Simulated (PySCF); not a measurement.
# 4-amino-1-fluorobenzene: full NMR table

```yaml
Formula: C6H6FN
SMILES: Nc1ccc(F)cc1
InChI: InChI=1S/C6H6FN/c7-5-1-3-6(8)4-2-5/h1-4H,8H2
Point_group_of_the_computed_structure: Cs
Degrees_of_unsaturation: 4
Carbon_signals: 4
Proton_signals: 3
```

Atoms are numbered as in `[NH2:1][c:2]1[cH:3][cH:4][c:5]([F:6])[cH:7][cH:8]1` (H(Xn): hydrogen on atom n).

Theoretical values (PySCF 2.14.0 with density-fitted response routines): NMR shieldings at B97-2/pcSseg-2/GIAO, coordinates at the PBE0-D3(BJ)/def2-TZVP level. One conformer, rapidly exchanging positions averaged, relativity neglected, no solvent.

δ = σ(ref) − σ, references computed at the same level: $^{1}$H (31.64 ppm), $^{13}$C (185.38 ppm) vs TMS; $^{19}$F (175.98 ppm) against CFCl3; $^{15}$N (261.75 ppm) vs NH3.

```tsv
carbon	δC, type	δH (multiplicity)	HMBC from (2–3 bonds)	span of the C tensor (ppm)
C2	150.1, C	–	H(C4)/H(C7), H(C3)/H(C8)	205
C3/C8	119.5, CH	6.67 (m)	H(C4)/H(C7), H(C3)/H(C8)	180
C4/C7	122.4, CH	7.04 (m)	H(C4)/H(C7), H(C3)/H(C8)	190
C5	165.3, C	–	H(C4)/H(C7), H(C3)/H(C8)	140
```

Other nuclei:
```csv
atoms,nucleus,environment,δ (ppm),σ (ppm)
H(N1),$^{1}$H,hydrogen on an aniline-type nitrogen,3.25,28.39
F6,$^{19}$F,aryl fluorine,-133.9,309.9
N1,$^{15}$N,aniline-type nitrogen,69.7,192.0
```

Carbon types of the structure: 2 × C, 4 × CH, leaving 2 H on heteroatoms. δC 165.3: aromatic carbon bearing fluorine; the electronegative substituent deshields the carbon that carries it. δC 150.1: aromatic carbon bearing nitrogen; the electronegative substituent deshields the carbon that carries it. δC 122.4, 119.5: aromatic CH. δH 7.04, 6.67: hydrogen on an aromatic CH. δH 3.25: hydrogen on an aniline-type nitrogen; labile proton, position sensitive to the medium.

Exchangeable OH/NH protons stand at their gas-phase positions; hydrogen bonding in a real sample shifts them, mostly to higher δ. Splittings by $^{19}$F in the carbon and heteronuclear signals aren't shown, as no couplings were computed. Shifts are as computed. Against solution values, carbons near 30 ppm lie about +3 ppm off and those near 130 ppm about +7 ppm. Of 1211 compounds with measured shifts, 218 miss one by over three times the rms of a fit or turn the order of signals round; such compounds aren't used in these exercises. Unscaled 19F shifts against computed CFCl3 carry errors that often reach 10 to 50 ppm. Experimental scales use liquid or dissolved standards, which lie at an offset from isolated NH3 (liquid NH3: subtract about 20 ppm). No couplings were computed; multiplicities are counted from neighbouring protons, with m where these are inequivalent, close in shift, in a saturated or five-membered ring or joined by F or P, and br s for small geminal =CH2 splittings.
